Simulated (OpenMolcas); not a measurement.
## Yb3+: moving the ligands

Yb3+ with 6 ligands (chloride) in trigonal prismatic coordination (D3h) at 2.63 Å, a polar angle of 55.0° against the regular 49.1°. A charge of +0.5 e stands 3.2 Å behind each ligand. Ligand basis ANO-RCC-VDZP.

- Program: OpenMolcas
- Method: SS-CASPT2, IPEA 0.25 Eh, imaginary shift 0.1 Eh (closed shells correlated: 5s 5p and the ligand valence shells)
- Basis: ANO-RCC-VTZP [8s7p5d3f2g1h]
- Scalar Hamiltonian: DKH2, point nucleus
- Active space: 13 electrons in 7 orbitals (4f)
- State averaging: 2S+1 = 2 odd, 7 roots
- Spin-orbit coupling: state interaction with AMFI integrals over the reference wave functions

Runs around this geometry, states (labels of D3, the rotations of D3h). Energies in cm-1 above the lowest state or level, χT in cm3 K/mol.

```
R (Å)  Ground state  First state of that spin  First gap with spin-orbit (degeneracies)  Width of lowest J  χT at 300 K
 2.56            2E                    2A2 65                                 25 (2, 2)                347        2.524
 2.63            2E                    2A2 58                                 16 (2, 2)                286        2.537
 2.78            2E                    2A2 38                                  1 (2, 2)                186        2.556
```

Taking the width of the lowest J multiplet as R^-n, n = -ln(186 / 347) / ln(2.78 / 2.56) = 7.6 between the shortest and longest distance.

Over all roots computed the reference weight is 0.64 in R = 2.56, 0.64 in R = 2.63, 0.64 in R = 2.78; a low but even weight reflects the number of correlated electrons. Splittings of an f shell from a small cluster at a set distance can be off by tens of per cent, mostly too small. No measured value stands beside these numbers; the geometry is a model, was not optimised and need not be the one that this ion takes.
